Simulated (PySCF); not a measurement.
An EPR job on `C[C@@H]1CCC(=[O+])OC1` [radical].

Method: UKS B3LYP, pcH-1 on C H O, non-relativistic, mean-field spin-orbit, GIAO (PySCF 2.14.0). Geometry: GFN2-xTB. A driver script takes a list of jobs; this job's settings line and coordinates (Å) are shown.

Command:
```bash
OMP_NUM_THREADS=1 python probes_run.py task.json out
```

Input:
```
{"job": {"kind": "epr", "basis": "pcH-1"}, "charge": 1, "multiplicity": 2}
C     -2.160804    -0.167395     0.355992
C     -0.771060     0.092747    -0.187126
C      0.216661    -1.045983     0.064175
C      1.565121    -0.771351    -0.530178
C      2.093146     0.672904    -0.187188
O      3.241730     0.901574    -0.371980
O      1.203873     1.523498     0.226755
C     -0.134749     1.287679     0.566362
H     -2.793721     0.711671     0.257602
H     -2.132668    -0.462301     1.401734
H     -2.642124    -0.959652    -0.216337
H     -0.818073     0.327222    -1.254652
H      0.281244    -1.277046     1.131009
H     -0.175029    -1.943619    -0.435636
H      1.552896    -0.771591    -1.625286
H      2.337609    -1.459713    -0.183347
H     -0.204391     1.141848     1.651426
H     -0.668421     2.205826     0.291696
```

Output:
```
UKS, coarse grid
  cycle   1  E = -384.60614846  |g| = 6.77e-01
  cycle   2  E = -383.65707427  |g| = 1.64e+00
  cycle   3  E = -384.72136303  |g| = 4.04e-01
  cycle   4  E = -384.77954012  |g| = 1.82e-01
  cycle   5  E = -384.79146816  |g| = 6.15e-02
  cycle   6  E = -384.79256902  |g| = 4.28e-02
  cycle   7  E = -384.79328244  |g| = 2.10e-02
  cycle   8  E = -384.79343883  |g| = 1.23e-02
  cycle   9  E = -384.79352011  |g| = 2.45e-03
  cycle  10  E = -384.79352319  |g| = 1.65e-03
  cycle  11  E = -384.79352465  |g| = 5.24e-04
UKS, final grid
  cycle   1  E = -384.79352406  |g| = 1.51e-03
  cycle   2  E = -384.79351350  |g| = 5.34e-03
  cycle   3  E = -384.79352504  |g| = 1.46e-04
  cycle   4  E = -384.79352505  |g| = 1.09e-04
  cycle   5  E = -384.79352506  |g| = 3.81e-05
  cycle   6  E = -384.79352506  |g| = 1.77e-05
E = -384.79352506 Eh   <S^2> = 0.7549 (exact 0.7500)
g shifts (ppm)      1          2          3
  rmc          -270       -270       -270
  gc             34         10         53
  oz_so        -459        267       5403
  total        -695          8       5187
hyperfine (MHz)  atom isotope    a_iso     a_fc   dipolar eigenvalues
    0   13C      -0.95      -0.95     -0.98     -0.52      1.49
    1   13C      -1.62      -1.62     -6.95     -5.67     12.62
    2   13C       4.73       4.73     -8.20     -7.77     15.97
    3   13C      13.97      13.97    -19.94    -19.02     38.96
    4   13C     -34.60     -34.60    -14.07     -2.52     16.59
    5   17O     -29.26     -29.26   -158.14     73.98     84.17
    6   17O      13.45      13.45    -49.25     23.07     26.19
    7   13C      -0.82      -0.82     -6.70     -5.68     12.37
    8    1H       1.23       1.23     -1.34     -0.69      2.03
    9    1H      -0.41      -0.41     -1.14     -0.78      1.92
   10    1H      10.76      10.76     -1.31     -0.36      1.67
   11    1H      -3.32      -3.32     -2.18     -1.40      3.58
   12    1H       2.21       2.21     -4.20     -1.54      5.74
   13    1H     183.28     183.28     -5.66     -4.06      9.72
   14    1H       6.49       6.49     -8.63     -0.54      9.17
   15    1H      -8.61      -8.61     -9.46     -0.11      9.58
   16    1H      -2.92      -2.92     -2.37     -1.46      3.83
   17    1H      72.08      72.08     -3.64     -2.63      6.27
```

rmc, gc and oz_so are the mass-correction, gauge-correction and orbital-Zeeman/spin–orbit parts of the g shift along its three principal axes; a_iso is the isotropic hyperfine coupling and a_fc its Fermi-contact part. Atoms in this output count from 0.

Task: How far is ⟨S²⟩ from the pure-spin value?

Result: S = 0.5 gives S(S+1) = 0.75; the run has 0.7549, 0.0049 more.

Task: Get g_iso from the total shifts.

Result: Their mean is 1500 ppm; added to g_e = 2.002319 it gives 2.00382.

Main results: ⟨S²⟩ 0.755; g_iso 2.0038.

The structure is a single GFN2-xTB conformer in the gas phase; no vibrational or solvent corrections.

Task: How long does this job take on one thread, AMD EPYC (x86_64), no GPU, shared host with 64 logical CPUs at a one-minute load of 58? And the peak memory of the process?

Result: About 2.0 min (density and orbital grids were written too), with 0.97 GiB resident at the peak, the Python interpreter and its libraries included.
Labels such as C1 count atoms from 1, the log's own numbers from 0.
